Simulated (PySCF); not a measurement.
Mg(SMe)(SeH) (CH4MgSSe), SMILES [Mg]([S]C)[SeH].

The structure is a stationary point at PBE-D3(BJ)/def2-SVP. The structure was generated by enumeration; whether it is a known compound was not checked. The values are those of a single conformer.

Computed with PBE-D3(BJ)/def2-SVP (PySCF 2.14.0).

Frequencies are harmonic and unscaled.

```
mode  ν (cm⁻¹)  IR (km/mol)   moving atoms (share of kinetic energy)
----  --------  -----------  ---------------------------------------
1           56          1.4                                   H 92 %
2           63          7.1         C 36 %, Mg 35 %, H 16 %, Se 12 %
3           77          2.8                                   H 91 %
4          104         22.5                  Mg 67 %, S 17 %, H 12 %
5          158         14.0  Mg 45 %, C 22 %, S 15 %, Se 10 %, H 8 %
6          230          1.4                 S 55 %, Se 30 %, Mg 11 %
7          481          0.8                                   H 94 %
8          505         75.3                          Mg 75 %, S 19 %
9          684          6.3                    C 60 %, S 31 %, H 9 %
10         918          7.4                           H 84 %, C 14 %
11         931          9.6                           H 83 %, C 15 %
12        1283         23.5                           H 88 %, C 12 %
13        1404          7.0                                   H 95 %
14        1408          5.7                                   H 95 %
15        2341         12.7                                   H 99 %
16        2978         29.6                                   H 98 %
17        3080          3.5                           H 90 %, C 10 %
18        3083          1.3                           H 90 %, C 10 %
```
